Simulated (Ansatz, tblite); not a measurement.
Removing and adding an electron: tetraphenylsilane, `c1ccc([Si](c2ccccc2)(c2ccccc2)c2ccccc2)cc1`. Total charge 0; singlet. Geometry: PBE-D4/def2-SVP. Ansatz, gas phase; energy differences of separate SCF runs; the oxidised species was run as a doublet alone; the reduced species was run as a doublet alone.

The xTB rows come from tblite. Single mean-field runs in def2-TZVP are fitted with def2-universal-jkfit. HOMO above LUMO, or a gap near zero within one spin, warns that the state may not be the lowest or that an electron is smeared out.

```tsv
level	−HOMO (eV)	vertical IE (eV)	−LUMO (eV)	vertical EA (eV)	HOMO–LUMO gap (eV)	IE − EA (eV)	remarks
GFN2-xTB	10.40	12.16	6.61	4.85	3.79	7.32	–
PBE-D4/def2-TZVP	6.11	7.82	1.74	0.20	4.37	7.62	HOMO above zero (-1 doublet), gap within one spin near zero (+1 doublet)
PBE0-D4/def2-TZVP	7.08	8.25	0.91	-0.14	6.17	8.39	HOMO above zero (-1 doublet)
```

(1) Estimate the rows for GFN1-xTB, r2SCANh-D4/def2-TZVP.

Results:

(1) 
| level | −HOMO (eV) | vertical IE (eV) | −LUMO (eV) | vertical EA (eV) | HOMO–LUMO gap (eV) | IE − EA (eV) | remarks |
| --- | --- | --- | --- | --- | --- | --- | --- |
| GFN1-xTB | 11.48 | 13.18 | 7.69 | 5.97 | 3.79 | 7.20 | – |
| r2SCANh-D4/def2-TZVP | 6.65 | 8.07 | 1.30 | -0.03 | 5.35 | 8.10 | HOMO above zero (-1 doublet) |

Relaxing the oxidised species (PBE-D4/def2-SVP) changes its energy by -0.07 eV at PBE-D4/def2-TZVP, so the adiabatic ionisation energy to this nearest minimum is 7.75 eV. At PBE0-D4/def2-TZVP it is 8.17 eV. The gap within one spin of the relaxed charge 1 doublet nearly closes, so an electron or hole may be smeared out by delocalisation error.  Relaxing the reduced species (PBE-D4/def2-SVP) changes its energy by -0.01 eV at PBE-D4/def2-TZVP, so the adiabatic electron affinity to this nearest minimum is 0.21 eV. At PBE0-D4/def2-TZVP that geometry lies 0.04 eV above the vertical one, so it gives no adiabatic value. The highest occupied level of the relaxed charge -1 doublet lies above zero (up to 1.34 eV). Energy differences disagree on whether the electron is bound (positive means bound): 0.21 eV (each at its own geometry, to the charge 0 singlet, at PBE-D4/def2-TZVP), but -0.18 eV at PBE0-D4/def2-TZVP.     A HOMO above zero means that the electron is unbound at that level or that self-interaction error raises the level; the energy of removing that electron tells which. Raw xTB energy differences between charge states are shifted by several eV; the methods need an empirical correction for them. Sets without diffuse functions give affinities that are too small. A negative affinity means that the extra electron isn't bound; its size then hangs on the basis.
